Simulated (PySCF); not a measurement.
Species: AlCl2(CH2SiH3) (`[Al]([CH2][SiH3])([Cl])[Cl]`). The columns A, B, C and D hold Mulliken, IAO, Hirshfeld and ESP-fitted charges (e) of one PBE0/pcSseg-1 (pcSseg-2 on Al) density (PySCF), in a shuffled order. Coordinates in Å (PBE0-D3(BJ)/def2-SVP); the density's dipole moment is (-1.06, -1.86, -0.70) D.

```json
{"atom": "Al1", "x": "0.812", "y": "1.379", "z": "-0.658", "A": "+0.522", "B": "+1.002", "C": "+0.860", "D": "+0.732"}
{"atom": "Cl2", "x": "2.905", "y": "1.444", "z": "-0.563", "A": "-0.200", "B": "-0.346", "C": "-0.311", "D": "-0.293"}
{"atom": "Cl3", "x": "-0.190", "y": "3.222", "z": "-0.655", "A": "-0.200", "B": "-0.345", "C": "-0.310", "D": "-0.292"}
{"atom": "C4", "x": "-0.128", "y": "-0.303", "z": "-0.736", "A": "-0.300", "B": "-0.928", "C": "-0.863", "D": "-0.493"}
{"atom": "Si5", "x": "-0.593", "y": "-1.014", "z": "0.944", "A": "+0.311", "B": "+0.601", "C": "+0.456", "D": "+0.424"}
{"atom": "H6", "x": "-1.051", "y": "-0.171", "z": "-1.327", "A": "+0.046", "B": "+0.177", "C": "+0.188", "D": "+0.121"}
{"atom": "H7", "x": "0.514", "y": "-1.035", "z": "-1.256", "A": "+0.046", "B": "+0.177", "C": "+0.188", "D": "+0.122"}
{"atom": "H8", "x": "0.640", "y": "-1.215", "z": "1.767", "A": "-0.076", "B": "-0.116", "C": "-0.069", "D": "-0.110"}
{"atom": "H9", "x": "-1.486", "y": "-0.061", "z": "1.674", "A": "-0.076", "B": "-0.115", "C": "-0.069", "D": "-0.110"}
{"atom": "H10", "x": "-1.299", "y": "-2.325", "z": "0.815", "A": "-0.074", "B": "-0.107", "C": "-0.069", "D": "-0.102"}
```

Question: Which column most likely holds the ESP-fitted charges?

Answer: D. Σ q r misses the density's dipole by 0.10 D (D), 1.04 D (B), 1.05 D (A), 1.23 D (C). Charges fitted to the outside potential are the only set here that is tied to the molecule's multipoles.

Question: And the Hirshfeld charges?

Answer: A. The mean sizes are 0.185 e (A), 0.280 e (D), 0.338 e (C), 0.391 e (B), and Hirshfeld charges are commonly the smallest of these schemes.

As computed, A = Hirshfeld, B = IAO, C = Mulliken, D = ESP-fitted. Hydrogens on carbon: Hirshfeld +0.05 to +0.05, IAO +0.18 to +0.18, Mulliken +0.19 to +0.19, ESP-fitted +0.12 to +0.12 e.

The IAO scheme projects the occupied orbitals on a minimal set of polarised atomic orbitals and counts the electrons in each atom's part of it. The Hirshfeld scheme weights the molecular density at each point by an atom's share of the summed free-atom densities.

One conformer (not necessarily the lowest) at the PBE0-D3(BJ)/def2-SVP geometry, without solvent, vibrations or thermal averaging.

The run behind these numbers computed NMR shieldings as well. Hardware: one thread of an Intel Xeon at 2.50 GHz, shared host with 64 logical CPUs at a one-minute load of 58. Cost: 60 s wall (grids of density and orbitals included), 0.90 GiB resident at most.
